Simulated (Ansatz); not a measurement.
Reaction (substitution at a C–Si bond): `NC(O)[SiH2]S` + CH₃OH → `COC(N)O` + `[SiH3]S`

Gas-phase electronic energies from Ansatz, PBE0-D4/def2-TZVP geometries. CCSD(T)/CBS is the MP2 limit (def2-TZVPP, def2-QZVPP) plus CCSD(T) − MP2 in def2-TZVPP, frozen cores. This one scheme is used for every species. Functionals use def2-TZVPP. B3LYP here is the variant with VWN-RPA as its local correlation; programs differ in this. One conformer a species, not always the lowest.

```
          level  ΔE (kJ/mol)  difference from CCSD(T)/CBS
        PBE0-D4          4.8                          0.5
       B3LYP-D4          4.4                          0.1
        ωB97X-V         -3.1                         -7.4
        ωB97M-V          1.5                         -2.8
         B2PLYP         -1.6                         -5.9
           PBE0          0.7                         -3.6
CCSD/def2-TZVPP         -4.0                         -8.3
 MP2/def2-QZVPP          7.1                          2.8
  MP2/CBS(def2)          9.7                          5.4
 CCSD/CBS(def2)          2.2                         -2.1
    CCSD(T)/CBS          4.3                            0
```

Largest T1 diagnostic among the species: 0.012.

The D4 term adds +7.3 kJ/mol with B3LYP and +4.1 kJ/mol with PBE0; it sums over pairs of atoms, weighted by their polarisabilities, and B3LYP, whose exchange is more repulsive, gets the larger term. In def2-TZVPP, CCSD(T) changes the Hartree–Fock value by +20.5 kJ/mol (the triples alone add +2.1 kJ/mol) and MP2 by +25.8 kJ/mol. From PBE to PBE0 (25 % exact exchange), in def2-TZVPP and without D4, ΔE moves by −4.0 kJ/mol.

CCSD(T)/CBS has its own doubt, a few kJ/mol and more with outer-core shells, so smaller differences from it don't rank the levels.
